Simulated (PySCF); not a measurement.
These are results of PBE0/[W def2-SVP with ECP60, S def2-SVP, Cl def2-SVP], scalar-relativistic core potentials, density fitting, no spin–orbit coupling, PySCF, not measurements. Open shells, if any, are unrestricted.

Q: What spin state, shape and geometry does isolated WSCl2 take (every ligand bound to W)?

A: Formally W is in oxidation state +4, d2, with 2 unpaired electrons (the high-spin count). The Mulliken spin on W is 2.24. The polar-tensor charge on W, 1.45, is far below the formal one. The lowest minimum found is a triplet of C2v symmetry with W–Cl 2.281 Å (×2), W–S 2.107 Å; Cl–W–Cl 122.5°, Cl–W–S 118.7° (×2). Its harmonic wavenumbers are 82 (b1), 101 (a1), 111 (b2), 394 (a1), 405 (b2), 567 (a1) cm⁻¹ and its dipole moment is 0.12 D.

Other isomers or separated fragments may lie lower. Other spin states or occupations of the open shell can lie lower. No spin–orbit coupling is included, which matters more the heavier the element.
